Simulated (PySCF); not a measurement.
Electron correlation in Ar(3+) (argon, charge +3)

[Ne] 3s2 3p3, high-spin 4S determinant. All numbers are calculated (PySCF 2.14, the spin-free X2C one-electron Hamiltonian (Gaussian nucleus), in aug-cc-pVQZ-DK (7s6p4d3f2g, 84 functions)). Frozen: [Ne]; 5 electrons correlated.

MP2 pair energies summed by pair of shells (mhartree):

```csv
pair,energy,share (%)
3s-3p,-73.26,67.2
3p-3p,-24.56,22.5
3s-3s,-11.17,10.3
```

Total MP2 correlation energy: -108.99 mhartree.

Same-spin part -28.23 and opposite-spin part -80.76 mhartree; SCS-MP2 scales them by 1/3 and 6/5 to -106.32 mhartree.
